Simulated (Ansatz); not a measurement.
`CN(C)[Si]F` from Hartree–Fock to CCSD(T)

```xyz
11

C    -0.9693    0.3510   -0.9467
N    -0.1723   -0.3112    0.0619
C     0.9902    0.4420    0.4734
Si   -0.6806   -1.8437    0.6240
F     0.4953   -2.1548    1.7025
H    -1.8303   -0.2692   -1.2129
H    -0.3857    0.5326   -1.8568
H    -1.3431    1.3163   -0.5859
H     1.6521    0.6328   -0.3798
H     1.5466   -0.1089    1.2301
H     0.6972    1.4130    0.8902
```

The species carries charge 0 and has multiplicity 1. All single points use the PBE0-D4/def2-TZVP geometry. It is one conformer, not always the lowest. Frozen core, restricted reference, Ansatz. CBS rows extrapolate triple and quadruple zeta; past MP2 they add the triple-zeta difference.

| basis | HF (Eh) | MP2 corr. |
| --- | --- | --- |
| def2-SVP | -521.82550 | -0.72251 |
| def2-TZVPP | -522.21107 | -0.91391 |
| def2-QZVPP | -522.23158 | -0.98303 |

(1) Estimate the CCSD correlation energy and the (T) correction in each basis where they were run (hartree).

Answers

(1) 
```
     basis  CCSD corr.       (T)
  def2-SVP    -0.77119  -0.02093
def2-TZVPP    -0.95136  -0.03641
 CBS(def2)    -1.07168     as TZ
```
